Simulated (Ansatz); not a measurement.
Cl4F2Mo, SMILES `[F][Mo]([F])([Cl])([Cl])([Cl])[Cl]` at its PBE0-D4/def2-TZVP geometry, where that method's forces vanish. Charge 0, multiplicity 1. Mo: def2 effective core potential.

```xyz
7

F    -1.4037   -0.4808    1.1381
Mo   -0.0290   -0.0247   -0.0004
F    -0.6794   -1.2931   -1.1674
Cl   -1.4223    1.4808   -0.9686
Cl    0.6937    1.5058    1.4925
Cl    1.2196   -1.6534    0.9657
Cl    1.6211    0.4654   -1.4599
```

Question: What forces (eV/Å) does r2SCAN-D4/def2-TZVPP give on these atoms in Ansatz? (An estimate is asked.)

Answer: Ansatz gave: 
```
F1  -0.226 -0.081  0.176
Mo2  0.047  0.040  0.001
F3  -0.113 -0.207 -0.181
Cl4 -0.207  0.198 -0.135
Cl5  0.097  0.226  0.233
Cl6  0.160 -0.238  0.134
Cl7  0.242  0.063 -0.228
```
